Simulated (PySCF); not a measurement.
Fractional electron number in Ni⁺ (nickel, charge +1)

The 3d beta orbital of [Ar] 3d9 is emptied in steps (occupation f), with all orbitals relaxed, ending at [Ar] 3d8. All numbers are calculated (PySCF 2.14, the non-relativistic Hamiltonian (point nucleus), in def2-TZVPPD). The exact energy is a straight line in f; departures are measured from the line between the end points of the same method.

| f | LDA (eV) | PBE (eV) |
| --- | --- | --- |
| 1 | 0.000 | 0.000 |
| 0.9 | -0.652 | -0.625 |
| 0.7 | -1.545 | -1.482 |
| 0.5 | -1.866 | -1.789 |
| 0.3 | -1.589 | -1.522 |
| 0.1 | -0.690 | -0.659 |
| 0 | 0.000 | 0.000 |

For LDA, how does the orbital energy at f = 1 compare with the removal energy?

−ε = 12.540 eV against a total-energy difference of 19.719 eV. By Janak's theorem ε = ∂E/∂f, so the gap between them reflects the curvature. Along the path −ε is 13.871 (f = 0.9), 16.660 (f = 0.7), 19.589 (f = 0.5), 22.643 (f = 0.3), 25.807 (f = 0.1) eV.

```
method  E(f=0) − E(f=1) (eV)  −ε at f=1 (eV)  −ε at f=0.5 (eV)
   LDA                19.719          12.540            19.589
   PBE                19.035          12.162            18.919
```

Reference removal energy between the ground levels: 18.169 eV (measured; NIST Atomic Spectra Database, ionization energies). The calculation has no spin-orbit coupling. The determinant left behind need not be the lowest term of the ion.
